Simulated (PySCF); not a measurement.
An unknown is described by computed data only.

Formula: C5H8OSi.

- Rotational structure: rotational constants A, B, C: 2.616, 1.570, 1.491 GHz [GFN2-xTB]
- Polarisability: 86.0 au [CAM-B3LYP/def2-SVPD]
- UV, strongest line: among the 8 lowest singlet transitions: S8 at 7.33 eV (169 nm, f = 0.075) [TDDFT CAM-B3LYP/def2-SVPD]
- NMR, other nuclei: isotropic shieldings of nuclei other than C and H, by class: -505 (1 O), 445 (1 Si) ppm [GIAO PBE0/pcSseg-1]
- 13C NMR: chemical shifts (computed TMS as zero) by class: 238.5 (1 C), 87.1 (1 C), 84.1 (1 C), 49.1 (1 C), 18.8 (1 C) ppm [GIAO PBE0/pcSseg-1]
- Dipole: 2.69 D [CAM-B3LYP/def2-SVPD]
- UV, first state: lowest singlet excitation: 3.52 eV (352 nm, f = 0.000) [TDDFT CAM-B3LYP/def2-SVPD]
- Triplet: lowest triplet excitation (Tamm–Dancoff): 2.89 eV [TDA CAM-B3LYP/def2-SVPD]
- 1H NMR: chemical shifts (computed TMS as zero) by class: 4.23 (3 H), 3.21 (1 H), 1.96 (1 H), 1.50 (3 H) ppm [GIAO PBE0/pcSseg-1]

The electronic properties come from PySCF, for the isolated species, density fitting. Levels stand in brackets. The structure is a single GFN2-xTB conformer in the gas phase; no vibrational or solvent corrections. Each NMR value is the plain mean over a class of atoms that symmetry, rotation or inversion makes alike.

Question: Propose a structure and show how it fits.

Answer: Numbering: `[CH:1]#[C:2][C@H:3]([CH3:4])[C:5](=[O:6])[SiH3:7]`. Its formula, C5H8OSi, gives 3 degrees of unsaturation: 0 rings and 3 π bonds in the structure found. 5 carbons fall into 5 classes; from least to most shielded: carbonyl carbon [C5] (238.5 ppm), alkyne carbon [C2] (87.1 ppm), terminal alkyne carbon [C1] (84.1 ppm), sp3 carbon next to a carbonyl [C3] (49.1 ppm), methyl carbon [C4] (18.8 ppm). Hydrogen classes from least to most shielded: 3 H on an SiH3 silicon, Si7 (4.23 ppm, a mean of values up to 1.2 ppm apart in this geometry), 1 H on an sp3 carbon next to a carbonyl, C3 (3.21 ppm), 1 H on a terminal alkyne carbon, C1 (1.96 ppm), 3 H on a methyl carbon, C4 (1.50 ppm, a mean of values up to 0.6 ppm apart in this geometry). The other shieldings belong to: -505 ppm, carbonyl oxygen [O6]; 445 ppm, SiH3 silicon [Si7]. The optimised geometry has point group C1 and is an asymmetric top. Structure: `C([SiH3])(=O)[C@@H](C)C#C`. Computed isomers that give other values at the same levels: `CC#C/C=C/O[SiH3]` (rotational constant A: 13.228 GHz; this holds for the one conformer computed); `C=C1CC=CO[SiH2]1` (13C chemical shifts (computed TMS as zero) by class: 149.1 (1 C), 149.1 (1 C), 132.9 (1 C), 107.3 (1 C), 38.3 (1 C) ppm); `C=C1C=CCO[SiH2]1` (13C chemical shifts (computed TMS as zero) by class: 143.3 (1 C), 138.7 (1 C), 137.9 (1 C), 133.0 (1 C), 67.2 (1 C) ppm). The assignments are read from this structure; whether some other isomer fits the data as well wasn't checked. The mirror image fits equally.

Shape of the structure used: `[CH:1]#[C:2][C@H:3]([CH3:4])[C:5](=[O:6])[SiH3:7]`: C2–C3–C5–O6 -110°.
